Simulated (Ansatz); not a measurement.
`[CH3][Y]([CH3])[F]` + HCl → `[CH3][Y]([F])[Cl]` + CH₄ at 298.15 K and 1 bar (ligand exchange at a Y–C bond).

Gas-phase electronic energies from Ansatz, PBE0-D4/def2-TZVP geometries. CCSD(T)/CBS is the MP2 limit (def2-TZVPP, def2-QZVPP) plus CCSD(T) − MP2 in def2-TZVPP, frozen cores. This one scheme is used for every species. def2 core potentials past Kr. For Y outer-core shells are correlated without core-valence functions, which leaves a few kJ/mol of doubt a bond.

```tsv
species	CCSD(T)/CBS energy (Eh)	H − E (kJ/mol)	S (J/(mol·K))
`[CH3][Y]([CH3])[F]`	-217.82679	203.4	401.7
HCl	-460.38127	26.6	186.8
`[CH3][Y]([F])[Cl]`	-637.84701	115.7	386.9
CH₄	-40.46206	127.4	186.2
```

H − E and S are ideal-gas, rigid-rotor, harmonic terms from PBE0-D4/def2-TZVP, for one conformer and one mirror image of each species. 1 Eh = 2625.50 kJ/mol, R = 8.31446 J/(mol·K).

Task: By hand: ΔE, ΔH, ΔS and ΔG.

Result: ΔE = (-637.84701) + (-40.46206) − (-217.82679) − (-460.38127) = -0.10101 Eh = -265.2 kJ/mol. Δ(H − E) = 115.7 + 127.4 − 203.4 − 26.6 = 13.1, so ΔH = -252.1 kJ/mol. ΔS = 386.9 + 186.2 − 401.7 − 186.8 = -15.4 J/(mol·K). ΔG = -252.1 − 298.15 × (-15.4)/1000 = -247.5 kJ/mol.

Task: By hand: the equilibrium constant, and the temperature at which ΔG would vanish if ΔH and ΔS stayed fixed.

Result: log₁₀ K = −ΔG/(RT ln 10) = 43.4. ΔG = 0 at ΔH/ΔS = 16370 K, far beyond where these terms or the molecules hold.

ΔH outweighs TΔS. A doubt of 5 kJ/mol in ΔE shifts log₁₀ K by 0.9 here. Other conformers and mirror images would add mixing entropy, several J/(mol·K) or more a flexible species. Modes under 60 cm⁻¹, often nearly free rotors, make the harmonic entropy too high. These are equilibria of isolated gas molecules and say nothing of rates. Largest T1 diagnostic: 0.013 (customary marks: 0.02 for closed shells, 0.045 for open ones).
